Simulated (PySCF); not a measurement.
# AgI: energy against distance

Set-up: Ag cc-pVTZ-PP with ECP28, I cc-pVTZ-PP with ECP28; scalar-relativistic core potentials (PySCF 2.14). Energies in eV from Ag (4d10 5s1) + I in their ground configurations at the same level. State: ¹Σ⁺ (singlet), closed shell.

All columns are PBE0. A positive dipole means Ag(−)I(+).

```csv
R (Å),E (eV),μ (D),Mulliken charge on Ag (basis-dependent),HOMO (eV),LUMO (eV),Mayer bond order,⟨S²⟩
2.208,-1.664,-4.05,0.10,-6.91,-2.68,1.49,0.00
2.310,-2.200,-4.28,0.15,-6.89,-2.79,1.38,0.00
2.413,-2.481,-4.52,0.20,-6.86,-2.91,1.28,0.00
2.490,-2.575,-4.71,0.24,-6.83,-3.00,1.21,0.00
2.567,-2.600,-4.91,0.28,-6.79,-3.10,1.14,0.00
2.644,-2.572,-5.11,0.31,-6.76,-3.20,1.09,0.00
2.747,-2.480,-5.39,0.35,-6.70,-3.33,1.02,0.00
2.875,-2.306,-5.75,0.38,-6.63,-3.50,0.97,0.00
3.029,-2.054,-6.18,0.40,-6.54,-3.69,0.92,0.00
3.234,-1.695,-6.73,0.41,-6.44,-3.94,0.89,0.00
```

A fit through these points gives, at Re = 2.561 Å, μ = -4.89 D and dμ/dR = -2.62 D/Å; the reduced mass is 58.02 u.

Q: How strong is the fundamental in the double-harmonic approximation, I = 42.26·(dμ/dR)²/μred km/mol?

A: I = 42.26·(-2.62)²/58.02 = 5.00 km/mol at PBE0.

These are scalar-relativistic numbers at best; spin–orbit coupling would shift them, the dissociation energy most.
